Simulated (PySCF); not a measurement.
Dipole response of Zr²⁺ (zirconium, charge +2)

[Kr] 4d2, high-spin 3F determinant. Calculation: PySCF 2.14, in dyall-av2z (22s15p11d2f, 136 functions); the non-relativistic Hamiltonian (point nucleus). Coupled (time-dependent) response in atomic units; α is the mean over directions. A double-zeta set is small for polarisabilities.

| method | mean α (bohr³) | C₆ (like pair) | S(−4) |
| --- | --- | --- | --- |
| UHF | 10.62 | 52.85 | 62.80 |
| PBE | 11.89 | 58.65 | 94.83 |

S(−4) is the Cauchy moment in α(ω) = α(0) + S(−4) ω² + …

Spin-orbit coupling is absent.

α(iu) at PBE:

```csv
u (hartree),α(iu) (bohr³)
0,11.89
0.0500,11.66
0.100,11.07
0.200,9.496
0.300,8.094
0.500,6.133
0.750,4.597
1.00,3.578
1.50,2.315
2.00,1.592
3.00,0.8644
5.00,0.3653
```

A single London oscillator, α(iu) = α/(1 + u²/ω²), gives C₆ = (3/4) ω α². Matching the computed C₆ needs ω = 4 × 58.65 / (3 × 11.89²) = 0.553 hartree.

For an ion, C₆ is the dispersion term alone; charge-induced terms of lower order in 1/R come first.

A non-relativistic calculation at this Z misses sizeable relativistic shifts.
